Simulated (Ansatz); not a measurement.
Reaction (ligand exchange at a Ta–F bond): `[NH2][Ta]([NH2])(=[O])[F]` + HCl → `[NH2][Ta]([NH2])(=[O])[Cl]` + H–F

Computed with Ansatz on PBE0-D4/def2-TZVP structures; ΔE is electronic, products minus reactants. CBS: MP2 limit from def2 TZ/QZ plus the TZ coupled-cluster correction, frozen cores. This one scheme is used for every species. DFT in def2-TZVPP. HSE06 is defined as in plane-wave codes. Elements past krypton have def2 core potentials. For Ta outer-core shells are correlated without core-valence functions, which leaves a few kJ/mol of doubt a bond. Each species was taken in one conformer, which may not be the lowest.

```json
{"level": "PBE0-D4", "ΔE (kJ/mol)": "2.2", "difference from CCSD(T)/CBS": "3.8"}
{"level": "r2SCAN0-D4", "ΔE (kJ/mol)": "3.8", "difference from CCSD(T)/CBS": "5.4"}
{"level": "r2SCANh", "ΔE (kJ/mol)": "7.8", "difference from CCSD(T)/CBS": "9.4"}
{"level": "HSE06", "ΔE (kJ/mol)": "4.7", "difference from CCSD(T)/CBS": "6.3"}
{"level": "BHLYP", "ΔE (kJ/mol)": "11.8", "difference from CCSD(T)/CBS": "13.4"}
{"level": "CAM-B3LYP", "ΔE (kJ/mol)": "19.2", "difference from CCSD(T)/CBS": "20.8"}
{"level": "CCSD/def2-SVP", "ΔE (kJ/mol)": "17.8", "difference from CCSD(T)/CBS": "19.4"}
{"level": "HF/def2-TZVPP", "ΔE (kJ/mol)": "11.5", "difference from CCSD(T)/CBS": "13.1"}
{"level": "SCS-MP2/def2-TZVPP", "ΔE (kJ/mol)": "-0.8", "difference from CCSD(T)/CBS": "0.8"}
{"level": "CCSD/def2-TZVPP", "ΔE (kJ/mol)": "5.4", "difference from CCSD(T)/CBS": "7.0"}
{"level": "CCSD(T)/CBS", "ΔE (kJ/mol)": "-1.6", "difference from CCSD(T)/CBS": "0"}
```

Largest T1 diagnostic among the species: 0.020.

At CCSD(T), def2-SVP lies +17.4 kJ/mol from the extrapolated value and def2-TZVPP +3.7 kJ/mol. From BLYP to BHLYP (50 % exact exchange), in def2-TZVPP and without D4, ΔE moves by −8.4 kJ/mol.
